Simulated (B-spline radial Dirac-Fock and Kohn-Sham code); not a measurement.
# Magnetic form factor of the 4f shell of Os²³⁺

System: Os²³⁺ in the configuration [Kr] 4d10 4f7.

Input file task.json (cfg lists n, l and occupation; rrms is the nuclear radius in fm):

```json
{"items": [{
  "Z": 76,
  "q": 23,
  "cfg": [[1, 0, 2], [2, 0, 2], [2, 1, 6], [3, 0, 2], [3, 1, 6], [3, 2, 10], [4, 0, 2], [4, 1, 6], [4, 2, 10], [4, 3, 7]],
  "A": 192,
  "rrms": 5.4126,
  "do": ["scatter"],
  "s": [0.0, 0.06, 0.07, 0.09, 0.11, 0.14, 0.17, 0.2, 0.25, 0.31, 0.38, 0.46, 0.56, 0.69, 0.85, 1.04, 1.27, 1.56, 1.92, 2.35, 2.88, 3.53, 4.33],
  "pz": [0, 0.1, 0.14, 0.21, 0.3, 0.44, 0.63, 0.91, 1.3, 1.9, 2.7, 4.0, 5.7, 8.3, 12.0, 17.0, 25.0, 36.0, 52.0, 76.0, 110.0],
  "hv_scatter": [1000, 2000, 5000, 20000, 30000, 200000, 500000, 1000000]
}]}
```

Run with: `python xray_run.py task.json out`

The computed values come from an atomic code on a B-spline grid: configuration-average Dirac-Fock orbitals. ⟨j_K⟩ is the integral of the 4f radial density with the spherical Bessel function j_K(4πsr), s = sin θ/λ.

Hund's rules give S = 7/2, L = 0, J = 7/2 for 4f7, so g = 2.000, and the dipole approximation is F = ⟨j0⟩ + C₂⟨j2⟩ with C₂ = (2 − g)/g = 0.000.

| s (Å⁻¹) | ⟨j0⟩ | ⟨j2⟩ | ⟨j4⟩ | ⟨j6⟩ | F (dipole) |
| --- | --- | --- | --- | --- | --- |
| 0 | 1.0000 | 0.0000 | 0.0000 | 0.0000 | 1.0000 |
| 0.06 | 0.9937 | 0.0025 | 0.0000 | 0.0000 | 0.9937 |
| 0.07 | 0.9914 | 0.0034 | 0.0000 | 0.0000 | 0.9914 |
| 0.09 | 0.9858 | 0.0057 | 0.0000 | 0.0000 | 0.9858 |
| 0.11 | 0.9789 | 0.0084 | 0.0000 | 0.0000 | 0.9789 |
| 0.14 | 0.9660 | 0.0135 | 0.0001 | 0.0000 | 0.9660 |
| 0.17 | 0.9503 | 0.0197 | 0.0002 | 0.0000 | 0.9503 |
| 0.2 | 0.9318 | 0.0269 | 0.0003 | 0.0000 | 0.9318 |
| 0.25 | 0.8956 | 0.0408 | 0.0007 | 0.0000 | 0.8956 |
| 0.31 | 0.8440 | 0.0601 | 0.0016 | 0.0000 | 0.8440 |
| 0.38 | 0.7751 | 0.0850 | 0.0035 | 0.0001 | 0.7751 |
| 0.46 | 0.6884 | 0.1148 | 0.0070 | 0.0003 | 0.6884 |
| 0.56 | 0.5747 | 0.1504 | 0.0136 | 0.0008 | 0.5747 |
| 0.69 | 0.4299 | 0.1888 | 0.0260 | 0.0023 | 0.4299 |
| 0.85 | 0.2733 | 0.2174 | 0.0459 | 0.0061 | 0.2733 |
| 1.04 | 0.1332 | 0.2229 | 0.0714 | 0.0140 | 0.1332 |
| 1.27 | 0.0302 | 0.1982 | 0.0968 | 0.0277 | 0.0302 |
| 1.56 | -0.0246 | 0.1458 | 0.1119 | 0.0465 | -0.0246 |

Radial moments of the shell: ⟨r²⟩ = 0.2396, ⟨r⁴⟩ = 0.09714, ⟨r⁶⟩ = 0.06016 in powers of bohr.
